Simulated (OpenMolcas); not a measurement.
**Ti3+ in a ligand field**

Ti3+ with 3 ligands (sulfide) in trigonal planar coordination (D3h) at 2.25 Å. A charge of +1 e stands 2.6 Å behind each ligand. Ligand basis ANO-RCC-VDZP.

```yaml
Program: OpenMolcas
Method: "SS-CASPT2, IPEA 0.25 Eh, imaginary shift 0.1 Eh (closed shells correlated: 3s 3p and the ligand valence shells)"
Basis: ANO-RCC-VDZP [5s4p2d1f]
Scalar_Hamiltonian: DKH2, point nucleus
Active_space: 1 electron in 5 orbitals (3d)
State_averaging: 2S+1 = 2 even, 5 roots
Spin-orbit_coupling: state interaction with AMFI integrals over the reference wave functions
```

The lowest spin-free states (labels of D3, the rotations of D3h), above the lowest:

| State | Degeneracy | E (cm-1) |
| --- | --- | --- |
| 2A1 | 1 | 0 |
| 2E | 2 | 5840 |
| 2E | 2 | 13690 |

The lowest levels with spin-orbit coupling:

| E (cm-1) | Degeneracy | Label | 2S+1 | g |
| --- | --- | --- | --- | --- |
| 0 | 2 | E1/2 | 2 | 1.89 1.89 2.00 |
| 5790 | 2 | E1/2 | 2 | 0.11 0.11 0.25 |
| 5910 | 2 | E3/2 | 2 | 0.00 0.00 3.75 |
| 13590 | 2 | E3/2 | 2 | 0.00 0.00 0.86 |
| 13800 | 2 | E1/2 | 2 | 0.00 0.00 4.86 |

Electric-dipole absorption from the lowest level at this geometry, strongest bands:

| E (cm-1) | λ (nm) | Label | f |
| --- | --- | --- | --- |
| 5910 | 1690 | E3/2 | 1.37e-06 |
| 13590 | 736 | E3/2 | 5.94e-04 |
| 13800 | 725 | E1/2 | 6.04e-04 |

Powder χT (cm3 K/mol): 0.349 at 2 K, 0.35 at 10 K, 0.356 at 50 K, 0.363 at 100 K, 0.376 at 200 K, 0.39 at 300 K. The effective moment at 300 K is 2.828 √(χT) = 1.77 μB.

The lowest level has 2S+1 = 2, for which the spin-only value is χT = S(S+1) / 2 = 0.375 cm3 K/mol (g = 2). The computed 0.390 at 300 K differs by +0.015, through orbital momentum, spin-orbit coupling and any other state in reach.

Over all roots computed the reference weight is 0.74 to 0.75; a low but even weight reflects the number of correlated electrons. The least metal-like active orbital is 83 % on the metal (Löwdin) and no ligand orbital is active, so the numbers are rough. The sulfide ions are held by bare point charges, a crude embedding. Ligand-to-metal charge-transfer states are missing. No measured value stands beside these numbers; the geometry was imposed, not optimised, and the real ion may take another.
